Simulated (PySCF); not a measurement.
Cartesian coordinates (Å):
```xyz
5

Cl     1.6727    -1.0234    -0.0812
Si     0.0000     0.1428     0.0111
Cl    -1.6723    -1.0243    -0.0776
H      0.0011     0.8580     1.2922
H     -0.0015     1.0469    -1.1445
```
Charge 0, multiplicity 1.

**Question.** What adiabatic ionisation energy (no zero-point term), LUMO and dipole moment does CAM-B3LYP-D3(BJ)/def2-TZVP run with PySCF give?

**Answer.** 
- adiabatic ionisation energy (no zero-point term): 11.40 eV
- LUMO: 1.13 eV
- dipole moment: 1.22 D
